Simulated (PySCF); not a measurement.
2-ethylidene-1,3-dioxole (C5H6O2), SMILES O1C=COC1=CC.

The structure is a stationary point at B3LYP-D3(BJ)/def2-SVP.

Calculation: PBE0/def2-TZVP (PySCF).

Symmetry labels are those of the subgroup Cs that the program uses (full group Cs).

Computed valence orbital energies around the gap with their symmetry:
```
orbital  symmetry  energy (eV)
-------  --------  -----------
HOMO−7         A'       -11.68
HOMO−6         A"       -11.22
HOMO−5         A'       -11.06
HOMO−4         A'       -10.94
HOMO−3         A"       -10.79
HOMO−2         A'       -10.05
HOMO−1         A"        -8.22
HOMO           A"        -5.45
LUMO           A"         0.39
LUMO+1         A"         1.49
LUMO+2         A'         1.66
LUMO+3         A'         2.12
```
